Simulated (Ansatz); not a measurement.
Program: Ansatz. Geometries: PBE0-D4/def2-TZVP. ΔE: electronic, gas phase. CBS: MP2 limit from def2 TZ/QZ plus the TZ coupled-cluster correction, frozen cores. This one scheme is used for every species. DFT in def2-TZVPP. Each species was taken in one conformer, which may not be the lowest.

Reaction (ligand exchange at the Si–N bond): `F[SiH2]N[SiH](F)F` + `CO[SiH2]N` → `CO[SiH2]N[SiH2]F` + `N[SiH](F)F`

Q: Is it downhill or uphill in electronic energy at CCSD(T)/CBS, and by how much? (An estimate is asked.)

A: Computed: Nearly level: ΔE = -1.1 kJ/mol.

Q: What do these levels give: ωB97X-V, PBE, r2SCAN, HF/def2-TZVPP, MP2/def2-TZVPP, SCS-MP2/def2-TZVPP, CCSD/def2-TZVPP, HF/def2-QZVPP, SCS-MP2/def2-QZVPP, HF/CBS(def2), MP2/CBS(def2), CCSD/CBS(def2)? (An estimate is asked.)

A: Computed: ωB97X-V -0.8, PBE -0.3, r2SCAN -1.2, HF/def2-TZVPP -2.5, MP2/def2-TZVPP -1.1, SCS-MP2/def2-TZVPP -1.2, CCSD/def2-TZVPP -1.3, HF/def2-QZVPP -2.5, SCS-MP2/def2-QZVPP -1.2, HF/CBS(def2) -2.5, MP2/CBS(def2) -1.2, CCSD/CBS(def2) -1.4 kJ/mol.

Largest T1 diagnostic among the species: 0.012.
